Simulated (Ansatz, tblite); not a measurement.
Forces on the cluster Ge4H5 at its r2SCAN-D4/def2-SVP geometry. Total charge 0; doublet.

The xTB rows come from tblite. Another isomer (doublet) lies 0.41 eV lower at PBE0-D4/def2-TZVP; other spin states weren't run for this one.

GFN1-xTB (tblite), largest force 0.77 eV/Å:

```xyz
9
positions Å, forces eV/Å
Ge    1.944   -0.974   -0.451   -0.080    0.085   -0.037
Ge    1.052    1.138    0.421   -0.217   -0.618    0.270
Ge   -1.354    0.640    0.570    0.287   -0.098   -0.137
Ge   -0.478   -1.456   -0.340    0.141    0.609   -0.426
H    -2.367    1.275   -0.398    0.313   -0.213    0.665
H     2.439   -1.140   -1.917   -0.334    0.190    0.438
H    -0.609   -0.857   -1.804   -0.111   -0.220    0.390
H     1.240    0.615    1.904   -0.013    0.234   -0.403
H    -1.868    0.759    2.014    0.014    0.032   -0.760
```

GFN2-xTB (tblite), largest force 1.17 eV/Å:

```
Ge 0.637 -0.473 0.856
Ge -0.041 0.563 -0.427
Ge 0.447 -0.191 -0.162
Ge -0.249 -0.355 0.134
H -0.191 0.148 0.363
H -0.096 0.186 -0.582
H -0.109 0.187 -0.155
H -0.038 -0.183 0.148
H -0.360 0.118 -0.176
```

PBE-D4/def2-TZVP (Ansatz), largest force 0.34 eV/Å:

```
Ge 0.152 -0.068 0.165
Ge 0.106 0.267 -0.178
Ge -0.011 -0.024 0.020
Ge -0.110 -0.268 0.153
H -0.132 0.093 -0.119
H 0.071 -0.028 -0.221
H -0.003 0.096 -0.186
H 0.006 -0.086 0.186
H -0.079 0.018 0.180
```
